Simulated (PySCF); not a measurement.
Isomers of H2Cl2Si2. All species are isolated molecules in the gas phase. Strings in code marks are SMILES.

The numbers are results of PBE-D3(BJ)/def2-TZVP // PBE0-D3(BJ)/def2-TZVP (PySCF), not measurements. All candidates: neutral, multiplicity 1. 

```yaml
LUMO: -3.45 eV
HOMO: -5.51 eV
dipole_moment: 0.01 D
```

Identify which member has these values.
A. `Cl/[SiH]=[SiH]\Cl`
B. `Cl/[SiH]=[SiH]/Cl`
C. `[SiH2]=[Si](Cl)Cl`

B, `Cl/[SiH]=[SiH]/Cl`. The others give `[SiH2]=[Si](Cl)Cl`: -3.39 eV, -5.68 eV, 0.18 D; `Cl/[SiH]=[SiH]\Cl`: -3.41 eV, -5.54 eV, 1.19 D
